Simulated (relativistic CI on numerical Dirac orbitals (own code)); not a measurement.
## One change at a time: Cu XXVI

Base calculation: Dirac-Coulomb-Breit CI, separate exchange-only KLI orbitals for each configuration, model QED, unscaled Slater integrals.

Configurations in the expansion (outside the closed core 1s2): 2s², 2s2p, 2p², 2p3s, 2p3p, 2s3s, 2s3p, 2s3d, 2s4s, 2s4p, 2s4d, 2s4f, 2s5s, 2s5p, 3s², 2s5d, 2s5f, 2s5g, 3s3p, 3p². Levels of other configurations are missing.

Variants: (1) QED terms removed; (2) one mean potential for all configurations. Shifts of the energy above 2s² ¹S0, in eV, for the lowest level and the first level of each name with at least 55 % of one term (blank where a level changes its place among those of its configuration and J or its character, or is not in the variant):

```csv
Level,Base,Δ(1),Δ(2)
2s² ¹S0,0.00,0.00,0.00
2s2p ³P°0,48.99,+0.67,-0.01
2s2p ³P°1,54.60,+0.66,-0.01
2s2p ³P°2,73.64,+0.62,-0.01
2s2p ¹P°1,113.16,+0.63,-0.01
2p² ³P0,136.46,+1.38,+0.06
2p² ³P1,152.06,+1.35,+0.05
2p² ³P2,159.28,+1.34,+0.05
2p² ¹D2,183.72,+1.30,+0.04
2p² ¹S0,214.13,+1.26,+0.02
2s3s ³S1,1401.51,+0.45,+0.10
2s3s ¹S0,1411.24,+0.46,+0.03
2s3p ³P°0,1425.70,+0.65,+0.03
2s3p ³P°1,1425.86,+0.65,+0.03
```

At this charge energies of transitions that change n are usually good to better than 1 %, and those within a shell (Δn = 0) to a few per cent.

Ionisation energy from the two ground configurations alone: base 2471.85 eV; QED terms removed 2472.53 eV. The NIST ASD value (semi-empirical) is 2479.1 eV.

LS names give the leading component of a level, which can be under half, so a name can repeat, a term be missing and a line seem to break the LS rules.
